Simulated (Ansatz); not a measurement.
A CCSD(T) single point on CH$_{9}$BN$_{2}$Si.

```yaml
crystal:
  periodic: [false, false, false]
  atoms:
    - {symbol: B, position_ang: [-1.341194, 1.476635, 1.015294]}
    - {symbol: Si, position_ang: [-0.845361, -0.058840, -0.076774]}
    - {symbol: N, position_ang: [-0.200434, 1.717698, -0.118308]}
    - {symbol: N, position_ang: [0.345750, -1.209234, 0.313548]}
    - {symbol: C, position_ang: [1.251492, -1.880020, -0.591812]}
    - {symbol: H, position_ang: [-2.367144, 2.047475, 0.776082]}
    - {symbol: H, position_ang: [-0.891954, 1.523070, 2.127479]}
    - {symbol: H, position_ang: [-1.245144, -0.301625, -1.488847]}
    - {symbol: H, position_ang: [0.731696, 1.908784, 0.220755]}
    - {symbol: H, position_ang: [-0.432523, 2.334984, -0.883486]}
    - {symbol: H, position_ang: [0.512694, -1.398644, 1.288391]}
    - {symbol: H, position_ang: [2.276385, -1.493770, -0.530492]}
    - {symbol: H, position_ang: [0.908667, -1.738005, -1.619007]}
    - {symbol: H, position_ang: [1.283970, -2.957705, -0.403925]}
basis:
  gaussian: {orbitals: def2-TZVPP}
correlation: {method: ccsd_t}
```

```sh
$ ansatz run in.yaml --threads 4 --pin off --events-out ev --progress --plain --max-ram 10444MiB
```

The program prints (abridged):

```
Functional definition: HF
1684 factors; integrals over basis functions are off by at most 1.2e-3 eV
mean field evaluation 1: about -12667.8818 eV, gradient 4.4e1 eV
mean field evaluation 2: about -12668.1474 eV, gradient 4.4e1 eV
mean field evaluation 4: about -12672.7469 eV, gradient 4.5e0 eV
mean field evaluation 8: about -12672.8208 eV, gradient 2.0e-1 eV
mean field -12672.82105355 eV, -465.7175837715 hartree, gradient 8.7e-6 eV, S^2 0.000000; 0 other end points of the search recorded, 0 dependent functions left out
9 core orbitals not correlated: weight in the atoms' cores, before any rotation towards them, 1.000 or more for the frozen orbitals, at most 0.000 for the correlated occupied ones
reference -12672.82105355 eV, -465.7175837715 hartree; 15, 15 occupied and 268, 268 virtual orbitals, 1684 factors
second order -23.06132644 eV of doubles, -0.00000000 eV of singles
cycle   1  -23.77944384 eV  change   -7.2e-1 eV  update   9.8e-2
cycle   2  -24.36976694 eV  change   -5.9e-1 eV  update   2.9e-2
cycle   3  -24.46536078 eV  change   -9.6e-2 eV  update   1.3e-2
cycle   4  -24.45712692 eV  change    8.2e-3 eV  update   3.3e-3
cycle   5  -24.45714148 eV  change   -1.5e-5 eV  update   1.6e-3
cycle   6  -24.45733744 eV  change   -2.0e-4 eV  update   4.9e-4
cycle   7  -24.45711189 eV  change    2.3e-4 eV  update   2.0e-4
cycle   8  -24.45708875 eV  change    2.3e-5 eV  update   6.6e-5
cycle   9  -24.45710444 eV  change   -1.6e-5 eV  update   2.2e-5
perturbative correction -0.97074752 eV, -0.0356743134 hartree
Total energy: -12698.24890552 eV, -466.6520400955 hartree
```

Hardware: 4 threads of an Arm Neoverse V2 on a shared host. Wall time 3.6 min, peak host memory 9.1 GiB.

The correlation energy is -25.428 eV, 3.8 % of it from (T); the T1 diagnostic reads 0.0110.
